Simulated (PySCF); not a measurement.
## NdH₃: from structure and modes to constants

Computed with PBE0/[Nd lcecp-1-TZVP with ECP49, H def2-TZVP], scalar-relativistic core potentials, density fitting, no spin–orbit coupling, PySCF.

The valence singlet (4f shell in the core) minimum has C3v symmetry. Masses (u): Nd 141.90772, H 1.00782.

```xyz
4
charge 0 multiplicity 1, angstrom
Nd    0.0000    0.0000   -0.0135
H     1.9359    0.0000    0.6360
H    -0.9680    1.6765    0.6360
H    -0.9679   -1.6765    0.6360
```

Harmonic wavenumbers (cm⁻¹): 325.1 (a1, ×1), 529.4 (e, ×2), 1400.6 (e, ×2), 1468.6 (a1, ×1).

(1) Find the principal moments of inertia and the rotational constants. What kind of rotor is it?

(2) What is the harmonic zero-point energy?

(3) Find the vibrational entropy and heat capacity at 298.15 K.

(4) Give the standard entropy (298.15 K, 1 bar) by its translational, rotational, vibrational and spin parts, and Cp.

Answers

(1) About the centre of mass I = 6.9145, 6.9145, 11.331 u Å². With B = 16.8576/I this gives 2.438, 2.438, 1.488 cm⁻¹. The molecule is an oblate symmetric top.

(2) Half the sum of all 6 wavenumbers, 5654/2 = 2827 cm⁻¹, which is 33.8 kJ/mol (1 cm⁻¹ = 0.0119627 kJ/mol).

(3) With u = 1.43878 ω/T, each mode gives S = R[u/(eᵘ−1) − ln(1−e⁻ᵘ)] and C = R u² eᵘ/(eᵘ−1)².
| ω (cm⁻¹) | u | S (J/(mol K)) | C (J/(mol K)) |
| --- | --- | --- | --- |
| 325.1 | 1.569 | 5.37 | 6.80 |
| 529.4 (×2) | 2.555 | 2.46 | 4.96 |
| 1400.6 (×2) | 6.759 | 0.07 | 0.44 |
| 1468.6 | 7.087 | 0.06 | 0.35 |
The sums over all modes are S = 10.5 and C = 17.9 J/(mol K); the softest mode gives 51 % of the entropy (each member, where degenerate).

(4) Sackur–Tetrode with M = 144.93 u gives 170.9; rotation with symmetry number 3 gives 65.6; vibration 10.5; spin R ln 1 = 0.0. The total is 247.0 J/(mol K), and Cp = 4 R + 17.9 = 51.2 J/(mol K).

Other isomers or separated fragments may lie lower. The 4f shell sits in the core potential, so its spin is not counted.
